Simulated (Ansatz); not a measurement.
Reaction (cleavage of the Ge–Si bond): `F[Si](F)(Cl)[GeH3]` + `N[SiH](F)Cl` → `F[SiH](Cl)[NH][GeH3]` + `F[SiH](F)Cl`

Gas-phase electronic energies from Ansatz, PBE0-D4/def2-TZVP geometries. CCSD(T)/CBS is the MP2 limit (def2-TZVPP, def2-QZVPP) plus CCSD(T) − MP2 in def2-TZVPP, frozen cores. DFT in def2-TZVPP. For Ge outer-core shells are correlated without core-valence functions, which leaves a few kJ/mol of doubt a bond. Scalar relativity is left out up to krypton. Each species was taken in one conformer, which may not be the lowest.

`F[Si](F)(Cl)[GeH3]`:

```xyz
8

F     1.936    0.671   -0.981
Si    0.958    0.544    0.260
F     1.776   -0.186    1.404
Cl    0.536    2.424    0.906
Ge   -0.991   -0.674   -0.308
H    -0.599   -2.081   -0.774
H    -1.893   -0.763    0.928
H    -1.723    0.066   -1.434
```

`N[SiH](F)Cl`:

Cartesian coordinates in Å:
```
N 0.396 0.989 0.124
Si -0.196 -0.556 -0.196
F -1.782 -0.688 -0.108
Cl 0.546 -1.819 1.223
H 0.526 1.330 1.062
H 0.333 1.730 -0.553
H 0.177 -0.986 -1.552
```

`F[SiH](Cl)[NH][GeH3]`:

```xyz
10

F     0.273   -0.632   -2.466
Si    0.456   -1.088   -0.950
Cl    2.183   -2.180   -0.914
N     0.584    0.201    0.128
Ge   -0.798    1.088    0.978
H    -0.707   -1.928   -0.622
H     1.499    0.612    0.251
H    -2.062    0.271    0.690
H    -0.929    2.515    0.421
H    -0.499    1.142    2.484
```

`F[SiH](F)Cl`:

Cartesian coordinates in Å:
```
F 1.087 0.888 -0.748
Si -0.059 0.052 -0.060
F -0.695 0.953 1.067
Cl 0.746 -1.592 0.790
H -1.080 -0.300 -1.049
```

| level | ΔE (kJ/mol) |
| --- | --- |
| ωB97X-V | -0.2 |
| ωB97M-V | 0.4 |
| B2PLYP | -3.4 |
| HF/def2-TZVPP | -18.9 |

What does CCSD(T)/CBS give? (An estimate is asked.)

The calculation gave: -3.2 kJ/mol. The listed levels differ from it by 3.0, 3.6, -0.2, -15.7 kJ/mol.

Largest T1 diagnostic among the species: 0.012.

In def2-TZVPP, CCSD(T) changes the Hartree–Fock value by +10.5 kJ/mol (the triples alone add +0.8 kJ/mol) and MP2 by +6.1 kJ/mol. From PBE to PBE0 (25 % exact exchange), in def2-TZVPP and without D4, ΔE moves by −6.2 kJ/mol.
